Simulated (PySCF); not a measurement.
Species: C8H5NO.
SMILES with atom numbers: `[N:1]#[C:2][C:3](=[O:4])[c:5]1[cH:6][cH:7][cH:8][cH:9][cH:10]1` (hydrogens: H11 on C6; H12 on C7; H13 on C8; H14 on C9; H15 on C10)

The geometry is computed with GFN2-xTB (gas phase).

Question: List the bond lengths, angles and torsions at this level.

Answer: 
| bond | length (Å) |
| --- | --- |
| N1≡C2 | 1.145 |
| C2–C3 | 1.459 |
| C3=O4 | 1.211 |
| C3–C5 | 1.473 |
| C5–C6, C5–C10 | 1.397 |
| C6–C7, C9–C10 | 1.381 |
| C7–C8, C8–C9 | 1.387 |
| C6–H11, C10–H15 | 1.080 |
| C7–H12, C9–H14 | 1.080 |
| C8–H13 | 1.080 |

Bonds in one row agree within 0.01 Å and their mean is given. A selection of angles:
| angle | degrees |
| --- | --- |
| N1–C2–C3 | 178.1 |
| C2–C3–O4 | 120.5 |
| C2–C3–C5 | 114.6 |
| O4–C3–C5 | 124.8 |
| C3–C5–C6 | 118.4 |
| C3–C5–C10 | 121.8 |
| C6–C5–C10 | 119.8 |
| C5–C6–C7 | 120.1 |
| C5–C6–H11 | 118.6 |
| C7–C6–H11 | 121.3 |
| C6–C7–C8 | 119.9 |
| C6–C7–H12 | 120.0 |
| C8–C7–H12 | 120.1 |
| C7–C8–C9 | 120.3 |
| C7–C8–H13 | 119.9 |
| C9–C10–H15 | 120.2 |

Dihedral angles: C2–C3–C5–C6 180° (antiperiplanar).

The 10 heavy atoms lie in one plane (0.000 Å rms). The 6-membered ring C5–C6–C7–C8–C9–C10 has internal angles of 119.7° to 120.3° (sum 720°, against 720° for a flat polygon); it is planar, 0.00 Å rms from its mean plane, widest ring torsion 0°. Of the pairs four or more bonds apart, C2···H15 is among the closest relative to their van der Waals radii: 2.45 Å, 84 % of the sum of Bondi's values. The C–C distances run from 1.380 Å (C6–C7, aromatic) to 1.473 Å (C3–C5, drawn single), a spread of 0.093 Å.

Point group: Cs (tolerance 0.08 Å). No GFN2-xTB frequencies stand behind this structure, so it isn't proved a minimum. One conformer, not necessarily the lowest.
